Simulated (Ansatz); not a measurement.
ZnF2⁺. Total charge 1; doublet. Geometry PBE-D4/def2-TZVP, that of the neutral singlet; atoms count from 1.

```xyz
3

Zn   -0.001    0.000    0.000
F    -0.335    0.392    1.667
F     0.336   -0.393   -1.666
```

Q: Estimate the Mulliken populations from the PBE0/def2-TZVP orbitals of Ansatz.

A: 
| atom | charge (e) | spin (α − β) | d electrons |
| --- | --- | --- | --- |
| Zn1 | 1.22 | -0.01 | 10.00 |
| F2 | -0.11 | 0.50 | – |
| F3 | -0.11 | 0.50 | – |
Mulliken values and Mayer orders depend strongly on the basis.

Q: Where does the spin sit?

A: Summed by element: Zn -0.01, F 1.01, of 1 unpaired in all. Largest on single atoms: F2 0.50, F3 0.50, Zn1 -0.01.

Q: And the Mayer bond orders between bonded heavy atoms (over 0.3)?

A: Zn1–F2 0.74 (1.74 Å); Zn1–F3 0.74 (1.74 Å). Values over 0.3 also appear between atoms too far apart for a bond (F2–F3 0.41 at 3.49 Å); they arise where an orbital or an unpaired electron spreads over both atoms.
